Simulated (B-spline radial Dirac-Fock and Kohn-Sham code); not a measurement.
Z = 73 (tantalum), transition energy 1360 keV. These are calculated numbers from a radial atomic solver; the model is a Dirac-Hartree-Slater potential of the neutral atom with a Latter tail (no hole, which puts coefficients of high multipoles low close above an edge), finite nucleus with surface currents. Subshells that would emit electrons below 1 keV are left out, and so is internal pair formation.

Task: A pure transition shows α(K) = 0.00390, L1/L2 = 4.21 and L1/L3 = 21.1. What is its multipolarity?
A. E2
B. E3
C. M3
D. M2
E. M4
F. E4
G. M1
H. E1

Result: B. For comparison, α(K), L1/L2, L1/L3 are E1 0.000842, 22.0, 24.2; E2 0.00197, 8.38, 23.6; E4 0.00707, 2.67, 17.2; M1 0.00354, 16.3, 113; M2 0.00832, 11.9, 100; M3 0.0150, 8.80, 44.7; M4 0.0253, 6.81, 20.6.
